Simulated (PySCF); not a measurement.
C₆ coefficients of unlike pairs at PBE0

Calculated with PySCF 2.14 from the dipole response of each species, C₆(A,B) = (3/π) ∫ α_A(iu) α_B(iu) du, in atomic units, from isotropic polarisabilities. For ions this is the dispersion term alone; charge-induced terms of lower order in 1/R come first.

| species | configuration | basis | relativity | α (bohr³) | C₆ (like pair) |
| --- | --- | --- | --- | --- | --- |
| Pd³⁺ | [Kr] 4d7 (4F) | def2-QZVPPD with the def2 core potential (28 electrons) (7s5p4d4f2g) | core potential | 4.289 | 19.31 |
| Bi | [Xe] 4f14 5d10 6s2 6p3 (4S) | aug-cc-pwCVTZ-DK3 (11s10p8d5f1g) | spin-free X2C | 52.10 | 629.2 |
| Rb⁺ | [Kr] (1S) | x2c-TZVPPall with one added diffuse shell each of s, p, d, f type (9s7p7d3f1g) | spin-free X2C | 9.005 | 53.64 |
| Br²⁺ | [Ar] 3d10 4s2 4p3 (4S) | aug-cc-pVTZ-PP with ECP10MDF (6s5p4d2f) | core potential | 8.307 | 39.42 |

**Question.** Estimate C₆ for Br²⁺ with Rb⁺.

**Answer.** The integral gives 45.85. The combination rule 2 C_A C_B / (C_A α_B/α_A + C_B α_A/α_B) gives 45.86 and the geometric mean 45.98.

No spin-orbit coupling is included, so Bi, close to jj coupling, stand for model states.

The other pairs:

```csv
pair,C₆
"Br²⁺, Pd³⁺",26.22
"Rb⁺, Bi",168.3
"Br²⁺, Bi",147.8
"Bi, Pd³⁺",91.26
"Rb⁺, Pd³⁺",31.17
```
